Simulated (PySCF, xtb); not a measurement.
dichloro(silyl)silane (Cl2H4Si2), SMILES Cl[SiH]([SiH3])Cl.

Harmonic wavenumbers (cm⁻¹) from GFN2-xTB run with xtb at its own minimum, in rising order: 36, 96, 130, 165, 373, 455, 464, 487, 519, 622, 646, 779, 787, 794, 2217, 2251, 2257, 2258.

What does PySCF 2.14.0 with PBE0-D3(BJ)/def2-SVP give at its own minimum? (The exact figures need the calculation; the answer reports its results.)

98, 118, 141, 189, 401, 506, 517, 547, 592, 761, 798, 868, 926, 928, 2229, 2244, 2250, 2259. Paired by order, the mean absolute difference is 59 cm⁻¹ and the zero-point energies are 21.9 and 23.4 kcal/mol.
